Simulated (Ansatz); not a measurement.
A structure relaxed at r2SCAN-D4/def2-SVP in Ansatz, charge 0, singlet:

| atom | x (Å) | y (Å) | z (Å) |
| --- | --- | --- | --- |
| C1 | -0.358 | 0.293 | 0.449 |
| C2 | 0.335 | 1.127 | -0.628 |
| Ga3 | -0.088 | -1.658 | 0.364 |
| H4 | 0.785 | -2.299 | -0.776 |
| H5 | -0.748 | -2.587 | 1.447 |
| H6 | -0.045 | 0.614 | 1.462 |
| H7 | -1.452 | 0.462 | 0.440 |
| H8 | 0.129 | 2.206 | -0.517 |
| H9 | 1.430 | 1.002 | -0.600 |
| H10 | 0.010 | 0.838 | -1.641 |

(1) Give its formula, name or SMILES and point group.

(2) Summarise the bond lengths by kind (pairs closer than 1.2 times the sum of covalent radii, bridged metal pairs left out).

## Answers

(1) GaH2Et (C2H7Ga). Point group Cs (tolerance 0.1 Å).

(2) 1 × C–C 1.53 Å; 1 × C–Ga 1.97 Å; 5 × C–H 1.10 to 1.11 Å; 2 × Ga–H 1.57 Å.

Another isomer (singlet) lies 0.48 eV lower at PBE0-D4/def2-TZVP; other spin states weren't run for this one.
